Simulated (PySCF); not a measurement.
Si(NMe2)(SH) (C2H7NSSi), SMILES [Si](S)N(C)C (connectivity only; charge and spin as stated), neutral, multiplicity 1.

The structure is a stationary point at TPSSh-D3(BJ)/def2-SVP. The structure was generated by enumeration; whether it is a known compound was not checked. Other conformers were not sampled.

These are TPSSh-D3(BJ)/def2-SVP (PySCF) values and carry that method's errors.

Frequencies are harmonic and unscaled.

**Question.** Estimate the vibrational spectrum. (The exact figures need the calculation; the answer reports its results.)

**Answer.** 
```
mode  ν (cm⁻¹)  IR (km/mol)  Raman (Å⁴/amu)  depolarisation  moving atoms (share of kinetic energy)
----  --------  -----------  --------------  --------------  --------------------------------------
1           75          0.4             0.8            0.75         H 52 %, C 19 %, S 15 %, Si 12 %
2          152          0.0             0.1            0.75                 H 63 %, C 17 %, Si 15 %
3          187          1.3             1.7            0.75         S 40 %, C 27 %, H 14 %, Si 14 %
4          241          3.1             0.4            0.75                          H 82 %, N 13 %
5          289         19.8             2.9            0.75                          H 70 %, N 24 %
6          306          4.3             3.5            0.31          C 39 %, S 24 %, H 19 %, N 17 %
7          347          0.8             4.4            0.75                          H 67 %, N 27 %
8          381          5.2             2.4            0.58                 C 41 %, H 34 %, Si 17 %
9          494         54.9            18.7            0.25                         Si 60 %, S 28 %
10         654         41.7            20.9            0.18          C 36 %, Si 29 %, H 24 %, N 9 %
11         748         14.6            10.2            0.67                         H 80 %, Si 11 %
12        1005        120.4            25.0            0.44                  C 35 %, H 35 %, N 26 %
13        1073          5.0             4.0            0.71                          H 69 %, C 26 %
14        1103          0.7             2.2            0.75                          H 81 %, C 19 %
15        1161          5.1             0.2            0.75                  H 69 %, C 19 %, N 12 %
16        1208         52.3             2.2            0.75                  N 56 %, C 29 %, H 15 %
17        1306         32.3            21.4            0.28                  N 39 %, H 37 %, C 22 %
18        1434          0.9            15.4            0.75                          H 87 %, C 12 %
19        1461         10.2             6.2            0.47                          H 84 %, C 15 %
20        1467          0.1            27.6            0.75                                  H 97 %
21        1479         12.8             2.2            0.75                                  H 96 %
22        1492         17.2             5.3            0.75                                  H 96 %
23        1513          3.1            43.0            0.64                                  H 95 %
24        2690          0.2           183.9            0.32                                  H 97 %
25        2990         55.8           107.1            0.17                                  H 97 %
26        2997         91.3           328.5            0.04                                  H 97 %
27        3056         68.9           243.6            0.75                          H 90 %, C 10 %
28        3062          0.5            21.1            0.75                          H 90 %, C 10 %
29        3109         13.5            48.7            0.75                           H 91 %, C 9 %
30        3140          9.8            27.7            0.69                           H 91 %, C 9 %
```
